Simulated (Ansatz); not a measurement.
System: sum formula HBO, charge 0, multiplicity 1. 
Coordinates optimised at B3LYP-D3(BJ)/def2-TZVP (Ansatz, a program for electronic structure):
SMILES: B=O
```xyz
3

H      0.0000     0.0000    -1.7698
B      0.0000     0.0000    -0.6017
O      0.0000     0.0000     0.5973
```
Charge 0, spin multiplicity 1.

Total electronic energies in hartree. Valence correlation only, unless marked. No spin-orbit coupling. Non-relativistic unless marked X2C. Basis-set limits of correlation are two-point, X^-3; Hartree-Fock from the larger set (for Q and 5 zeta extrapolated as (X+1)exp(-9√X)).

```csv
level,program,energy (Eh)
HF/cc-pwCVTZ,Ansatz,-100.20544
HF/def2-TZVPP,Ansatz,-100.20834
SVWN5/def2-TZVPD,Ansatz,-99.92491
r2SCAN-D3(BJ)/def2-TZVPD,Ansatz + dftd3,-100.69372
LC-wPBE/def2-TZVPD,Ansatz,-100.67752
MP2/6-31G,Ansatz,-100.31114
CCSD/cc-pVTZ,Ansatz,-100.53834
X2C-CCSD(T)/cc-pVTZ-DK,Ansatz,-100.61148
"CCSD(T)/CBS(cc-pVQZ,cc-pV5Z)",Ansatz,-100.6015
```

Totals of different functionals don't rank their quality; only differences between species are comparable.
